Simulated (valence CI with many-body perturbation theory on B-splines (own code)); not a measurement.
## Questions on In XI

Computed by valence CI with perturbative core correlation (CI+MBPT): three valence electrons over a frozen Dirac-Fock core [Kr], a basis of 7 s, 7 p, 8 d, 6 f, 4 g, 1 h functions for each j, with the one-electron correlation potential Σ1 (screened to all orders), the two-electron term Σ2, the three-electron term Σ3, Breit, model QED; selected single and double excitations, second order for the rest, scaled by the run's own slope (own B-spline code, finite nucleus).

No measured spectrum was set against this ion. As an estimate, terms of the open shell hold to 2 to 4 % of their energy, and close levels can change places. Excitations out of the core, of the other parity, are not computed and may begin above about 49.4 eV (a cautious bound); beyond it only levels of the ground parity were kept, without lifetimes.

Names give the largest LS component (configuration and term), which can be under half, so a name can repeat, a term be missing and a line seem to break the LS rules; names also repeat where a configuration has a term twice.

Rates and lifetimes use the calculated energies. Strong lines usually hold to 10 to 20 %, long lifetimes can be off by a factor of two.

Problem. What is the ground level?

Solution. 4d3 4F_3/2, composition 93 % 4d3 4F + 6 % 4d3 2D, g = 0.429.

Problem. How is the term 4F of the ground level split?

Solution. J = 3/2 at 0, J = 5/2 at 4717, J = 7/2 at 9565, J = 9/2 at 13954 cm⁻¹.

Problem. What is the ionisation energy?

Solution. 202.39 eV; NIST lists 201 ± 2.4 eV (theoretical).

Problem. How well does LS coupling describe the low levels?

Solution. Among the lowest 20 levels the leading LS term, summed over configurations, holds 84 % on average. For single configurations the figures are 84 % in LS and 72 % in jj coupling. Terms mix most in the J = 9/2 level at 40466 cm⁻¹, where the leading one holds 50 %.
